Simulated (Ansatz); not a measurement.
Reaction (substitution at a C–Ga bond): `N=[CH][GaH][NH2]` + `CC[SeH]` → `CC[Se]C=N` + `[NH2][GaH2]`

Gas-phase electronic energies from Ansatz, PBE0-D4/def2-TZVP geometries. CCSD(T)/CBS adds triple-zeta CCSD(T) − MP2 to the extrapolated MP2 energy (def2 sets, frozen cores). Functionals use def2-TZVPP. B3LYP here is the variant with VWN-RPA as its local correlation; programs differ in this. For Ga, Se outer-core shells are correlated without core-valence functions, which leaves a few kJ/mol of doubt a bond. Scalar relativity is left out up to krypton. Each species was taken in one conformer, which may not be the lowest.

| level | ΔE (kJ/mol) | difference from CCSD(T)/CBS |
| --- | --- | --- |
| PBE-D4 | -18.1 | -17.0 |
| r2SCAN-D4 | -17.5 | -16.4 |
| PBE0-D4 | -11.3 | -10.2 |
| B3LYP-D4 | -9.3 | -8.2 |
| ωB97X-V | -3.9 | -2.8 |
| ωB97M-V | -3.2 | -2.1 |
| B2PLYP | -7.3 | -6.2 |
| PBE | -16.8 | -15.7 |
| r2SCAN | -17.0 | -15.9 |
| PBE0 | -10.2 | -9.1 |
| B3LYP | -7.3 | -6.2 |
| HF/def2-TZVPP | 6.3 | 7.4 |
| HF/def2-QZVPP | 5.6 | 6.7 |
| MP2/def2-QZVPP | -7.8 | -6.7 |
| SCS-MP2/def2-QZVPP | -3.9 | -2.8 |
| MP2/CBS(def2) | -7.2 | -6.1 |
| CCSD(T)/CBS | -1.1 | 0 |

Largest T1 diagnostic among the species: 0.014.

From PBE to PBE0 (25 % exact exchange), in def2-TZVPP and without D4, ΔE moves by +6.6 kJ/mol. In def2-TZVPP, CCSD(T) changes the Hartree–Fock value by −8.3 kJ/mol (the triples alone add −3.7 kJ/mol) and MP2 by −14.4 kJ/mol.
